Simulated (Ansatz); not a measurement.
## Energy profile

The step: SiHCl₃ ([Cl][SiH]([Cl])[Cl]) + BCl₃ ([Cl][B]([Cl])[Cl]) → SiCl₄ ([Cl][Si]([Cl])([Cl])[Cl]) + BHCl₂ ([Cl][BH][Cl]); bonds formed: B1–H6, Cl2–Si5; bonds broken: B1–Cl2, Si5–H6 (atoms numbered as in the saddle structure below).

```
9
angstrom
B -1.3837 -0.1748 0.0961
Cl -0.3704 -1.3721 1.1618
Cl -2.1081 -0.9577 -1.3226
Cl -2.3450 0.9666 1.0514
Si 1.1319 0.0840 -0.0568
H -0.4032 0.5620 -0.3901
Cl 1.5084 1.3898 1.4291
Cl 2.4840 -1.4373 -0.0841
Cl 1.4860 0.9394 -1.8846
```

Electronic energies by CCSD(T) at an estimated basis limit (MP2 extrapolated from triple and quadruple zeta, plus CCSD(T) − MP2 in triple zeta), on PBE0-D4/def2-TZVP structures; BSiHCl6, closed shell; no counterpoise correction. Computed with Ansatz 0.2.0 (basis: def2-TZVPP and def2-QZVPP); correlated methods freeze the cores. Extrapolation: Hartree–Fock as exp(−7.88 √X), correlation as X^−2.97.

(1) Give the profile in eV, counted from the separated reactants. (To be estimated.)

T1 diagnostic: at most 0.012.

Answers

(1) Computed:
| point | eV |
| --- | --- |
| separated: BCl3 (linked as [Cl][B]([Cl])[Cl]; B1, Cl2, Cl3, Cl4; singlet) + SiHCl3 (linked as [Cl][SiH]([Cl])[Cl]; Si5, H6, Cl7, Cl8, Cl9; singlet) | 0.000 |
| start structure | -0.093 |
| saddle | 1.182 |
| end structure | -0.279 |
| separated: BHCl2 (linked as [Cl][BH][Cl]; B1, Cl3, Cl4, H6; singlet) + SiCl4 (linked as [Cl][Si]([Cl])([Cl])[Cl]; Cl2, Si5, Cl7, Cl8, Cl9; singlet) | -0.179 |

Ligand swaps between two centres remove the fluorinated layer in thermal atomic layer etching, and scramble precursors in the gas phase.

For scale, one of the runs: CCSD(T)/def2-TZVPP, 339 basis functions, launched by `ansatz run in.yaml --threads 4 --pin off --events-out ev --progress --plain --max-ram 63488MiB --backend cuda --devices 0, --max-vram 37GiB`. Hardware: 4 CPU threads of an AMD EPYC 7R13 and a share of one NVIDIA H100, shared host. Wall time 11 s; peak host memory 0.88 GiB.
